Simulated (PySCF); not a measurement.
Computed Raman spectrum (relative Raman activity) of a molecule C₅H₇F. Coordinates come from a B3LYP-D3(BJ)/def2-SVP optimisation. One conformer was computed; it need not be the lowest. Level of theory: B3LYP-D3(BJ)/def2-SVP run with PySCF. No scaling factor is applied to the harmonic values.

| ν (cm⁻¹) | relative intensity |
|---|---|
| 651 | 2.9 |
| 884 | 6.7 |
| 989 | 4.5 |
| 1065 | 4.1 |
| 1079 | 4.2 |
| 1209 | 2.7 |
| 1235 | 2.5 |
| 1359 | 3.8 |
| 1454 | 10 |
| 1467 | 8.6 |
| 1470 | 9.6 |
| 1743 | 12 |
| 3021 | 64 |
| 3035 | 72 |
| 3046 | 100 |
| 3102 | 47 |
| 3105 | 86 |
| 3228 | 66 |

### Question
Identify the compound among the candidates.
A. C=C1CC(F)C1
B. C=C[C@@H]1C[C@@H]1F
C. C=CC(F)C=C
D. C[C@H]1C=C(F)C1

### Answer
D, C[C@H]1C=C(F)C1
